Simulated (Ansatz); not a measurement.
`N[CH2][GeH3]` + H–F → `NCF` + GeH₄  (substitution at a C–Ge bond)

Computed with Ansatz on PBE0-D4/def2-TZVP structures; ΔE is electronic, products minus reactants. CCSD(T)/CBS is the MP2 limit (def2-TZVPP, def2-QZVPP) plus CCSD(T) − MP2 in def2-TZVPP, frozen cores. This one scheme is used for every species. DFT in def2-TZVPP. HSE06 is defined as in plane-wave codes. For Ge outer-core shells are correlated without core-valence functions, which leaves a few kJ/mol of doubt a bond. Scalar relativity is left out up to krypton. Each species was taken in one conformer, which may not be the lowest.

```csv
level,ΔE (kcal/mol)
PBE0-D4,2.3
r2SCAN0-D4,1.6
PBE0,1.3
HSE06,1.4
```

Question: What does CCSD(T)/CBS give? (Estimate.)

Answer: The calculation gave: +5.6 kcal/mol. The listed levels differ from it by -3.3, -4.0, -4.3, -4.2 kcal/mol.

Largest T1 diagnostic among the species: 0.012.

From BLYP to BHLYP (50 % exact exchange), in def2-TZVPP and without D4, ΔE moves by +1.1 kcal/mol. In def2-TZVPP, CCSD(T) changes the Hartree–Fock value by +6.7 kcal/mol (the triples alone add +0.4 kcal/mol) and MP2 by +9.1 kcal/mol.
